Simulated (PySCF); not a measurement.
**Continuum solvent and chemical shifts**

Atom-mapped SMILES (the numbers label the heavy atoms): `[CH3:1]/[CH:2]=[C:3](/[CH3:4])[C@H:5]1[CH:6]=[CH:7][CH2:8][NH:9]1`. Hydrogens are named by the atom that carries them. Ha(C8) is cis to C3 on the ring; Hb(C8) is trans to C3 on the ring.

GIAO PBE0/pcSseg-1 in PySCF on one PBE0-D3(BJ)/def2-SVP conformer, non-relativistic, equivalent nuclei averaged. Solvents enter as an IEF-PCM continuum (chloroform with ε = 4.7, acetone with ε = 20.5) around the gas-phase geometry. Shifts are referred to TMS computed in the same medium.

In chloroform, δ in ppm: C3 151.6, C6 138.8, C7 137.3, C2 132.4, C5 72.6, C8 57.5, C4 29.6, C1 15.0, H(C7) 6.04, H(C6) 5.80, H(C2) 5.64, H(C5) 4.44, Ha(C8) 4.05, Hb(C8) 3.96. Dipole moment 1.31 D.

Question: How does each δ change in the more polar medium?

Answer: 
| atoms | environment | Δδ, acetone |
| --- | --- | --- |
| C3 | fully substituted alkene carbon | +0.3 |
| C6 | alkene CH | +0.1 |
| C7 | alkene CH | +0.7 |
| C2 | alkene CH | +0.4 |
| C5 | allylic sp3 CH bonded to N | +0.2 |
| C8 | allylic sp3 CH2 bonded to N | +0.2 |
| C4 | allylic methyl carbon | +0.1 |
| C1 | allylic methyl carbon | +0.2 |
| H(C7) | hydrogen on an alkene CH | +0.06 |
| H(C6) | hydrogen on an alkene CH | +0.03 |
| H(C2) | hydrogen on an alkene CH | +0.04 |
| H(C5) | hydrogen on an allylic sp3 CH bonded to N | -0.01 |
| Ha(C8) | hydrogen on an allylic sp3 CH2 bonded to N | +0.05 |
| Hb(C8) | hydrogen on an allylic sp3 CH2 bonded to N | -0.02 |

Changes are relative to chloroform. The dipole moment becomes 1.40 D in acetone.

Question: Which nuclei move most (in ppm), and what does the model miss?

Answer: C7 (alkene CH, +0.7 ppm) in acetone. A continuum only polarises the solute; specific hydrogen bonds, the anisotropy of aromatic solvents and changes of geometry or conformer are outside it.
